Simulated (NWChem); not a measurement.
System meant: C₄H₇O, doublet; SMILES [CH]1COCC1

The following NWChem deck was run.

```
start job
memory heap 200 mb stack 900 mb global 1100 mb
geometry units angstroms noautoz
  C     -1.193416     0.344311    -0.056640
  C     -0.050149     1.277289     0.131176
  C      1.127736     0.345665    -0.172849
  O      0.705870    -0.937680     0.223129
  C     -0.670792    -1.051576    -0.058203
  H     -2.247423     0.618821    -0.111516
  H     -0.082690     2.163538    -0.524616
  H      0.001985     1.654837     1.173054
  H      2.048494     0.590464     0.376817
  H      1.358763     0.369769    -1.258159
  H     -1.134220    -1.704621     0.705692
  H     -0.840231    -1.550485    -1.041005
end
basis spherical
  C library def2-svp
  O library def2-svp
  H library def2-svp
end
dft
  odft
  mult 2
  xc b3lyp
  iterations 4
  mulliken
end
task dft energy
```

End of the output:

```
     --------------------------
     Expectation value of S2:
     --------------------------
      <S2> =      0.7537 (Exact =     0.7500)

 center of mass
 --------------
 x =   0.02739111 y =  -0.05436738 z =   0.01772718

 moments of inertia (a.u.)
 ------------------
         249.487621842424          -0.000000000000           0.000000000000
          -0.000000000000         233.353124193194           0.000000000000
           0.000000000000           0.000000000000         437.011528205926

     Multipole analysis of the density
     ---------------------------------

     L   x y z        total         alpha         beta         nuclear
     -   - - -        -----         -----         ----         -------
     0   0 0 0     -0.000000    -20.000000    -19.000000     39.000000

     1   1 0 0     -0.372087      0.868920     -1.241007      0.000000
     1   0 1 0      0.450812     -0.003669      0.454481     -0.000000
     1   0 0 1     -0.138284     -0.038445     -0.099840     -0.000000

     2   2 0 0    -22.610039    -77.875416    -72.405746    127.671123
     2   1 1 0      1.936754     -1.676441     -2.257481      5.870675
     2   1 0 1     -0.305452      0.340182      0.586629     -1.232263
     2   0 2 0    -23.012201    -82.020131    -79.162805    138.170734
     2   0 1 1      0.324168     -0.762608     -0.468432      1.555207
     2   0 0 2    -23.238574    -23.085583    -20.505575     20.352584

 ------------------------------------------------------------------------
 dft energy failed                                                                                  0
 ------------------------------------------------------------------------
 ------------------------------------------------------------------------
  current input line :
    29: task dft energy
 ------------------------------------------------------------------------
 ------------------------------------------------------------------------
 This type of error is most commonly associated with calculations not reaching convergence criteria
 ------------------------------------------------------------------------
 For more information see the NWChem manual at https://nwchemgit.github.io

0:dft energy failed:Received an Error in Communication
```

Task: What is wrong, and how is it mended?

Result: The run did not converge; its last values are not results. Cause: the SCF was allowed too few iterations. This input runs:
```
start job
memory heap 200 mb stack 900 mb global 1100 mb
geometry units angstroms noautoz
  C     -1.193416     0.344311    -0.056640
  C     -0.050149     1.277289     0.131176
  C      1.127736     0.345665    -0.172849
  O      0.705870    -0.937680     0.223129
  C     -0.670792    -1.051576    -0.058203
  H     -2.247423     0.618821    -0.111516
  H     -0.082690     2.163538    -0.524616
  H      0.001985     1.654837     1.173054
  H      2.048494     0.590464     0.376817
  H      1.358763     0.369769    -1.258159
  H     -1.134220    -1.704621     0.705692
  H     -0.840231    -1.550485    -1.041005
end
basis spherical
  * library def2-svp
end
dft
  odft
  mult 2
  xc b3lyp
  iterations 150
  mulliken
end
task dft energy
```
It converges to -231.61442 Ha (B3LYP/def2-SVP, spin-unrestricted).
